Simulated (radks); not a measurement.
Results of a calculation; reference values are marked as such.
Ca, configuration [Ar] 4s2. Code: a radial shooting solver on a logarithmic mesh with Libxc functionals. Model: scalar-relativistic Kohn-Sham, LDA (Slater exchange, Perdew-Wang correlation), spin-polarised, spherical densities, finite nucleus; Fermi nuclear charge, rms radius 3.4776 fm.

Radial electron density D(r) = 4 pi r^2 rho(r):

r (bohr)  D(r) (e/bohr)
0.003778         0.8671
0.004328          1.110
0.004958          1.417
0.005681          1.802
0.006508          2.281
0.007456          2.875
0.008543          3.603
0.009787          4.486
0.01121           5.547
0.01285           6.802
0.01472           8.264
0.01686           9.931
0.01932           11.79
0.02213           13.80
0.02536           15.90
0.02905           17.99
0.03328           19.95
0.03813           21.61
0.04369           22.83
0.05005           23.45
0.05734           23.38
0.0657            22.63
0.07527           21.33
0.08624           19.74
0.0988            18.25
0.1132            17.28
0.1297            17.19
0.1486            18.13
0.1702            19.92
0.195             22.09
0.2234            23.89
0.256             24.57
0.2933            23.58
0.336             20.87
0.3849            16.91
0.441             12.61
0.5053            8.974
0.5789            6.745
0.6632            6.082
0.7598            6.547
0.8705            7.351
0.9973            7.738
1.143             7.313
1.309             6.134
1.5               4.571
1.718             3.063
1.969             1.913
2.255             1.207
2.584            0.8637
2.96             0.7270
3.392            0.6569
3.886            0.5717
4.452            0.4508
5.1              0.3126
5.843            0.1874
6.695           0.09557
7.67            0.04082
8.787           0.01435
10.07          0.004079
11.53         0.0009190
13.21         0.0001605

D(r) has 3 maxima, at r = 0.0529, 0.254, 0.997 bohr, and minima at 0.123, 0.663 bohr, inside which lie 2.15, 10.37 electrons.
